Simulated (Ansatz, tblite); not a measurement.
Cost and result up the ladder for `c1ccc(-c2ccc(-c3ccccc3)cc2)cc1` (32 atoms). Total charge 0; singlet. Geometry: r2SCAN-D4/def2-SVP.

```xyz
32

C    -5.336    1.550   -1.400
C    -4.662    2.202   -0.363
C    -3.363    1.824   -0.021
C    -2.706    0.786   -0.710
C    -1.328    0.386   -0.348
C    -0.888    0.412    0.989
C     0.408    0.032    1.329
C     1.328   -0.386    0.348
C     2.706   -0.786    0.710
C     3.789   -0.503   -0.144
C     5.089   -0.880    0.198
C     5.336   -1.550    1.400
C     4.270   -1.839    2.258
C     2.970   -1.460    1.918
C     0.889   -0.409   -0.989
C    -0.409   -0.035   -1.329
C    -3.397    0.139   -1.753
C    -4.697    0.516   -2.093
H    -6.355    1.846   -1.667
H    -5.148    3.019    0.179
H    -2.834    2.360    0.773
H    -1.581    0.717    1.777
H     0.723    0.078    2.376
H     3.612    0.046   -1.074
H     5.917   -0.639   -0.476
H     6.355   -1.845    1.667
H     4.450   -2.372    3.196
H     2.140   -1.716    2.583
H     1.572   -0.745   -1.774
H    -0.714   -0.051   -2.379
H    -2.918   -0.689   -2.283
H    -5.219   -0.008   -2.899
```

Ansatz on 2 threads of AMD EPYC 7R13 on a shared host and a share (18 GiB) of an NVIDIA H100 80GB HBM3; xTB runs through tblite on one thread. Times are rough, summed over both states, and most runs start from the orbitals of an earlier one. PBE0-D4/def2-TZVP serves as the yardstick here, not as an exact answer. The other state is a triplet.

The xTB rows come from tblite. Single mean-field runs in def2-TZVP are fitted with def2-universal-jkfit.

xTB has no spin-polarisation term.

```tsv
level	functions	wall time	vertical triplet (eV)	difference from PBE0-D4/def2-TZVP (eV)
GFN2-xTB	86	0.058 s	3.18	-0.12
GFN1-xTB	100	0.07 s	3.14	-0.16
PBE-D4/def2-TZVP	642	15 s	3.05	-0.26
PBE0-D4/def2-TZVP (with forces)	642	21 s	3.30	0.00
```
